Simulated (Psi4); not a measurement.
C$_{4}$H$_{10}$MgS (SMILES C[S][Mg][CH](C)C), singlet, geometry from GFN2-xTB (such geometries of metal compounds can be far from the true shape); Psi4 1.11 with R2SCAN/def2-SVP.

Psi4 was given this input:
```
memory 2 GB

molecule {
0 1
  Mg    0.89318387   -0.05797437    0.55257247
  C    -0.94195741   -1.14004431    0.64969178
  C    -1.65192451   -0.88598617    1.97327070
  C    -0.70830625   -2.63065873    0.44031593
  H    -1.59457502   -0.78056707   -0.16131251
  H    -2.62357092   -1.39158467    1.99451884
  H    -1.06404469   -1.26453575    2.81115524
  H    -1.82681699    0.18319767    2.12330206
  H    -0.20730190   -2.81650164   -0.51374338
  H    -1.65973581   -3.17377574    0.43175680
  H    -0.09717758   -3.04725832    1.24258123
  S     1.35069409    1.67573503   -1.00630591
  C    -0.27838103    1.57067627   -1.81467539
  H    -0.41120578    0.58557635   -2.26412811
  H    -0.29143561    2.32872396   -2.59303450
  H    -1.07003241    1.77673484   -1.09268899
}

set basis def2-svp

energy('r2scan')
print_variables()
```

The log (banner, timings and long lists left out):

```
   => Loading Basis Set <=

    Name: DEF2-SVP
    Role: ORBITAL
    Keyword: BASIS

         ---------------------------------------------------------
                                   SCF
               by Justin Turney, Rob Parrish, Andy Simmonett
                          and Daniel G. A. Smith
                              RKS Reference
         ---------------------------------------------------------

  ==> Geometry <==

    Molecular point group: c1
    Full point group: C1

    Geometry (in Angstrom), charge = 0, multiplicity = 1:

       Center              X                  Y                   Z               Mass
    ------------   -----------------  -----------------  -----------------  -----------------
         MG           0.799266132168    -0.123695966681     0.569611802131    23.985041697000
         C           -1.035875147832    -1.205765906681     0.666731112131    12.000000000000
         C           -1.745842247832    -0.951707766681     1.990310032131    12.000000000000
         C           -0.802223987832    -2.696380326681     0.457355262131    12.000000000000
         H           -1.688492757832    -0.846288666681    -0.144273177869     1.007825032230
         H           -2.717488657832    -1.457306266681     2.011558172131     1.007825032230
         H           -1.157962427832    -1.330257346681     2.828194572131     1.007825032230
         H           -1.920734727832     0.117476073319     2.140341392131     1.007825032230
         H           -0.301219637832    -2.882223236681    -0.496704047869     1.007825032230
         H           -1.753653547832    -3.239497336681     0.448796132131     1.007825032230
         H           -0.191095317832    -3.112979916681     1.259620562131     1.007825032230
         S            1.256776352168     1.610013433319    -0.989266577869    31.972071174400
         C           -0.372298767832     1.504954673319    -1.797636057869    12.000000000000
         H           -0.505123517832     0.519854753319    -2.247088777869     1.007825032230
         H           -0.385353347832     2.263002363319    -2.575995167869     1.007825032230
         H           -1.163950147832     1.711013243319    -1.075649657869     1.007825032230

  Running in c1 symmetry.

  Rotational constants: A =      0.13472  B =      0.03320  C =      0.03225 [cm^-1]
  Rotational constants: A =   4038.72515  B =    995.41954  C =    966.79541 [MHz]
  Nuclear repulsion =  312.380938166944532

  Charge       = 0
[...]
   @DF-RKS iter   5:  -756.24476911145405   -4.51447e-02   3.27296e-04 ADIIS/DIIS
   @DF-RKS iter   6:  -756.24617248706170   -1.40338e-03   8.04635e-05 DIIS
   @DF-RKS iter   7:  -756.24625350687779   -8.10198e-05   2.21418e-05 DIIS
   @DF-RKS iter   8:  -756.24625834038579   -4.83351e-06   8.02403e-06 DIIS
   @DF-RKS iter   9:  -756.24625904568074   -7.05295e-07   1.81727e-06 DIIS
   @DF-RKS iter  10:  -756.24625908539576   -3.97150e-08   4.95051e-07 DIIS
  Energy and wave function converged.

  ==> Post-Iterations <==

   Electrons on quadrature grid:
      Ntotal   =   62.0001182431 ; deviation = 1.182e-04

    Orbital Energies [Eh]
    ---------------------

    Doubly Occupied:

[...]
      31A     -0.182569

    Virtual:

[...]
    Final Occupation by Irrep:
              A
    DOCC [    31 ]
    NA   [    31 ]
    NB   [    31 ]

  @DF-RKS Final Energy:  -756.24625908539576

   => Energetics <=

    Nuclear Repulsion Energy =            312.3809381669445315
    One-Electron Energy =               -1662.6647198206881058
    Two-Electron Energy =                 661.5108900841535160
    DFT Exchange-Correlation Energy =     -67.4733675158057622
    Empirical Dispersion Energy =           0.0000000000000000
    VV10 Nonlocal Energy =                  0.0000000000000000
    Total Energy =                       -756.2462590853957636

Computation Completed

Properties will be evaluated at   0.000000,   0.000000,   0.000000 [a0]

Properties computed using the SCF density matrix

 Multipole Moments:

 ------------------------------------------------------------------------------------
     Multipole            Electronic (a.u.)      Nuclear  (a.u.)        Total (a.u.)
 ------------------------------------------------------------------------------------

 L = 1.  Multiply by 2.5417464519 to convert [e a0] to [Debye]
 Dipole X            :         11.1802366          -11.0036858            0.1765507
 Dipole Y            :          6.9227889           -7.7001407           -0.7773518
 Dipole Z            :         -1.0819496            1.9963794            0.9144297
 Magnitude           :                                                    1.2131067

 ------------------------------------------------------------------------------------

  Variable Map:
  ----------------------------------------------------------------------------
[...]
  Array Variable Map:
  ----------------------------------------------------------------------------
[...]
[...]
```
